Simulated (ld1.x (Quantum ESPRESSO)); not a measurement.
**Configuration tests for indium (In) (TM)**

- Element: In (Z = 49)
- Generator: ld1.x (Quantum ESPRESSO) 7.5
- Type: norm-conserving Troullier–Martins (Kleinman–Bylander form)
- Functional: PBEsol
- Relativity: scalar-relativistic
- Frozen core: [Kr] 4d10
- Valence charge: 3
- Reference configuration: 5s2 5p1
- Partial waves: 5p (bound): rc 2.75 bohr; 5s (bound): rc 2.35 bohr
- Local potential: the s channel
- Core correction: Bessel-smoothed model core, default radius (core density twice the valence density)

Energies are relative to the spin-unpolarised reference configuration 5s2 5p1; without spin polarisation the order of configurations can differ from experiment.

| valence configuration | charge | ΔE all-electron (eV) | error AE − PS (meV) |
| --- | --- | --- | --- |
| 5s2 5p0 | +1 | 5.361 | -16 |
| 5s1 5p0 | +2 | 24.638 | -227 |
| 5s2 5p0.5 | +0.5 | 1.941 | -2.7 |
| 5s2 5p1.3 | -0.3 | -0.531 | -0.1 |
| 5s1 5p2 | 0 | 5.877 | -23 |
| 5s1 5p1 | +1 | 12.014 | -64 |

(1) What are ΔE and the potential's error for 5s0 5p3?

Results:

(1) ΔE = 12.013 eV all-electron; the error (AE − PS) is -93 meV.
